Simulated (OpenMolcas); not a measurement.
**4f¹⁰ along the 64-electron sequence**

* Program: OpenMolcas
* Method: SS-CASPT2, IPEA 0.25 Eh, imaginary shift 0.1 Eh
* Basis: ANO-R3
* Scalar Hamiltonian: X2C, finite nucleus
* Spin-orbit coupling: state interaction with AMFI integrals over the reference wave functions, term energies averaged over their components

Active space for each ion: 10 electrons in 7 orbitals (4f); closed shells correlated by CASPT2: 5s 5p.

Computed levels in cm-1 above ⁵I₈:

```csv
Level,Dy2+,Ho3+,Er4+
⁵I₇,4340,5200,6150
⁵I₆,7380,8820,10380
⁵I₅,9610,11440,13360
⁵I₄,11390,13550,15830
⁵F₅,14250,16440,18350
⁵S₂,16460,19130,21300
⁵F₄,16970,19690,22200
⁵F₃,18670,21730,24590
³K₈(1),19040,22050,24630
weight of ⁵I in the lowest level (%),94,93,93
```

Mixed levels, with the weight of the term that names them: Dy2+ ⁵S₂ (73 %), Ho3+ ⁵S₂ (69 %), Er4+ ⁵S₂ (65 %), Er4+ ³K₈(1) (73 %).

The fine-structure level ⁵I₄ changes by a factor of 1.39 from Dy2+ to Er4+. Its fourth root runs 10.33, 10.79, 11.22, with steps per unit of Z of 0.46, 0.43; equal steps would mean a (Z - σ)^4 law with constant σ.

⁵F₅ changes by a factor of 1.29 over the same range, with steps per unit of Z of +2190, +1910 cm-1.

Term energies are means over components that CASPT2 splits; among the terms shown or strongly mixed into the levels shown the widest spread is 810 cm-1 (4f¹⁰ ⁵I, Dy2+). High states are left out of the spin-orbit mixing, which shifts the levels that they would mix with. The CASPT2 spread within a term exceeds the gap to the next term for 4f¹⁰ ⁵S and 4f¹⁰ ⁵F, so the order of their levels is uncertain, and so are names and mixing where such terms share a J (holds for Dy2+; Ho3+). Levels of configurations outside the active space are missing.

A number in round brackets counts repeated terms of one configuration in the order of the reference energies.
